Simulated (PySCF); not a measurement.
ammonium (H4N), SMILES [NH4+], charge +1. Geometry: B3LYP-D3(BJ)/def2-TZVPD.

TDDFT-B3LYP/def2-TZVPD (PySCF) puts the lowest singlet excitations at 14.76, 14.76, 14.76, 16.64, 16.64, 16.64 eV and the lowest triplet (TDA) at 13.88 eV.

### Question
What are the lowest singlet roots from EOM-CCSD/aug-cc-pVDZ (PySCF)? (An estimate is asked for; the answer gives what the named calculation found.)

### Answer
15.54, 15.54, 15.54, 17.63, 17.63, 17.63 eV; triplets 14.45, 14.45, 14.45 eV. S1 differs by 0.78 eV (second minus first; roots are paired by order, and the bases may differ).
